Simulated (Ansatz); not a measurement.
Geometry optimisation of the cluster Ca3Te2.

```yaml
crystal:
  periodic: [false, false, false]
  atoms:
    - {symbol: Ca, position_ang: [0.390550, -1.520880, -1.356550]}
    - {symbol: Ca, position_ang: [1.775580, 1.068760, 0.087520]}
    - {symbol: Ca, position_ang: [-1.895170, 0.391060, 1.109650]}
    - {symbol: Te, position_ang: [-0.765320, 1.199000, -1.408870]}
    - {symbol: Te, position_ang: [0.494360, -1.137940, 1.568240]}
basis:
  gaussian: {orbitals: def2-SVP}
hamiltonian: {xc: pbe, dispersion: d4}
scf: {lower_state_search: "off"}
output: {orbitals: {seedname: orbitals}}
relax: {f_tol: 0.02, max_steps: 100}
```

```sh
$ ansatz run in.yaml --threads 2 --pin off --events-out ev --progress --plain --max-ram 32768MiB --backend cpu
```

Output, abridged:

```
Functional definition: PBE
mean field -69880.82869006 eV, -2568.0730874327 hartree, gradient 1.7e-6 eV, S^2 0.000000; 0 other end points of the search recorded, 0 dependent functions left out
relax step   1: F+E_penalty+E_count = -69881.14646015 eV  Δ(F+E_penalty+E_count) = +0.000e0 eV  max|allowed force component| = 7.486e-1 eV/Å  Δτ_max = 0.0000 Å  (20 SCF iters, accepted)
mean field -69880.98076507 eV, -2568.0786760862 hartree, gradient 1.7e-6 eV, S^2 0.000000; 0 other end points of the search recorded, 0 dependent functions left out
relax step   2: F+E_penalty+E_count = -69881.28739142 eV  Δ(F+E_penalty+E_count) = -1.409e-1 eV  max|allowed force component| = 2.461e-1 eV/Å  Δτ_max = 0.1946 Å  (27 SCF iters, accepted)
mean field -69880.99576644 eV, -2568.0792273764 hartree, gradient 2.0e-6 eV, S^2 0.000000; 0 other end points of the search recorded, 0 dependent functions left out
relax step   3: F+E_penalty+E_count = -69881.30839177 eV  Δ(F+E_penalty+E_count) = -2.100e-2 eV  max|allowed force component| = 2.180e-1 eV/Å  Δτ_max = 0.1964 Å  (27 SCF iters, accepted)
mean field -69881.00296531 eV, -2568.0794919302 hartree, gradient 1.0e-6 eV, S^2 0.000000; 0 other end points of the search recorded, 0 dependent functions left out
relax step   4: F+E_penalty+E_count = -69881.31346429 eV  Δ(F+E_penalty+E_count) = -5.073e-3 eV  max|allowed force component| = 2.444e-1 eV/Å  Δτ_max = 0.0917 Å  (22 SCF iters, accepted)
mean field -69881.01911597 eV, -2568.0800854560 hartree, gradient 2.7e-6 eV, S^2 0.000000; 0 other end points of the search recorded, 0 dependent functions left out
relax step   5: F+E_penalty+E_count = -69881.32915723 eV  Δ(F+E_penalty+E_count) = -1.569e-2 eV  max|allowed force component| = 4.115e-2 eV/Å  Δτ_max = 0.0427 Å  (20 SCF iters, accepted)
mean field -69881.02005059 eV, -2568.0801198026 hartree, gradient 1.3e-6 eV, S^2 0.000000; 0 other end points of the search recorded, 0 dependent functions left out
relax step   6: F+E_penalty+E_count = -69881.32952747 eV  Δ(F+E_penalty+E_count) = -3.702e-4 eV  max|allowed force component| = 8.211e-3 eV/Å  Δτ_max = 0.0077 Å  (23 SCF iters, accepted)
Total energy: -69881.32957664 eV, -2568.0914946752 hartree
Atom 0 at     0.123094    -1.613386    -1.317862 Å, force    -0.000878     0.004342     0.003776 eV/Å
Atom 1 at     1.651432     1.245006     0.278076 Å, force    -0.004835    -0.003161    -0.000438 eV/Å
Atom 2 at    -1.772897     0.368186     1.038939 Å, force     0.005285    -0.001145    -0.003136 eV/Å
Atom 3 at    -0.678534     1.256838    -1.601445 Å, force     0.003646    -0.006380     0.008009 eV/Å
Atom 4 at     0.676905    -1.256644     1.602282 Å, force    -0.003217     0.006344    -0.008211 eV/Å
Dipole moment:    -0.000733     0.000086     0.000379 e Å
Checks for a lower state left out: stability, starts, cluster_reference, orbital_swaps, neighbouring_geometries, increment
```

Run time 14 s (2 threads of AMD EPYC 7R13 on a shared host).

In the def2 sets Te takes a core potential; there is no spin–orbit coupling. The structure comes from a short search, and lower isomers may exist.
